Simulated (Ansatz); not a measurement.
`[CH3][Ga]([CH3])[C]#N` and `[CH3][Ga]([CH3])[SeH]` differ in one atom or group.

Ansatz, PBE0-D4/def2-TZVP geometries, multiplicity 1. Each molecule was computed in one conformer, which needn't be the lowest.

Scalar relativity is left out up to krypton.

```
                                          property  `[CH3][Ga]([CH3])[C]#N`
                LUMO energy (PBE0/def2-TZVPP) / eV                    -1.78
             LUMO energy (ωB97M-V/def2-TZVPP) / eV                    -0.02
    size of the dipole moment (PBE/def2-TZVPP) / D                     4.54
               HOMO–LUMO gap (PBE/def2-TZVPP) / eV                     4.57
               LUMO energy (B3LYP/def2-TZVPP) / eV                    -2.06
size of the dipole moment (ωB97M-V/def2-TZVPP) / D                     4.64
```

(1) Give the same properties after the change, and the shifts. (An estimate is asked.)

Answers

(1) Ansatz gave: 
```tsv
property	`[CH3][Ga]([CH3])[SeH]`	shift
LUMO energy (PBE0/def2-TZVPP) / eV	-0.71	1.07
LUMO energy (ωB97M-V/def2-TZVPP) / eV	0.96	0.98
size of the dipole moment (PBE/def2-TZVPP) / D	1.80	-2.74
HOMO–LUMO gap (PBE/def2-TZVPP) / eV	4.38	-0.19
LUMO energy (B3LYP/def2-TZVPP) / eV	-0.96	1.10
size of the dipole moment (ωB97M-V/def2-TZVPP) / D	1.95	-2.69
```

With PBE0 the HOMO rises by 1.44 eV and the LUMO rises by 1.07 eV, so the gap narrows by about 0.37 eV. PBE moves the HOMO by 1.31 eV and ωB97M-V by 1.50 eV. Dipoles are sizes alone; their direction can turn.

B3LYP here is the variant with VWN-RPA as its local correlation; programs differ in this.

Spin–orbit coupling is left out; it splits and shifts lone-pair levels of the heavy atoms by tenths of an eV.
